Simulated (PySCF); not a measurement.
## Working with the constants of RbI

RHF-CCSD(T) constants of RbI, ¹Σ⁺ (singlet), closed shell (Rb def2-SVP with ECP28, I def2-SVP with ECP28; scalar-relativistic core potentials (PySCF 2.14); masses 84.9118 and 126.9045 u):

- ωe: 137.1 cm⁻¹
- ωexe: 0.311 cm⁻¹
- Be: 0.031187 cm⁻¹
- αe: 0.000101 cm⁻¹
- D (centrifugal): 6.46e-09 cm⁻¹
- De to Rb + I: 3.04 eV

Task: Give the vibrational terms G(v) and spacings up to v = 6.

Result: G(v) = ωe(v+½) − ωexe(v+½)².

```
v  G(v) (cm⁻¹)  G(v) − G(v−1)  Bv (cm⁻¹)
0         68.5                   0.03114
1        205.0          136.5    0.03104
2        340.8          135.9    0.03093
3        476.0          135.2    0.03083
4        610.7          134.6    0.03073
5        744.6          134.0    0.03063
6        878.0          133.4    0.03053
```

Task: How well does the Morse estimate ωe²/(4ωexe) reproduce De, and what is D0?

Result: It gives 1.87 eV, 62 % of the computed De. D0 = De − G(0) = 3.04 − 0.01 = 3.03 eV.

Measured values (Huber and Herzberg, Constants of Diatomic Molecules (1979)): ωe = 138.51 cm⁻¹, ωexe = 0.335 cm⁻¹, Be = 0.03283293 cm⁻¹, αe = 0.00010946 cm⁻¹.

Correlated steps freeze 4 core orbitals. Correlated levels converge slowly with the basis: in double zeta they bind strong bonds too weakly, by up to about 1 eV, and carry superposition errors of some tenths. Spin–orbit coupling is left out, which matters for elements this heavy, above all for dissociation energies. Where the molecule has an RHF reference, its open-shell atoms are computed with UHF.
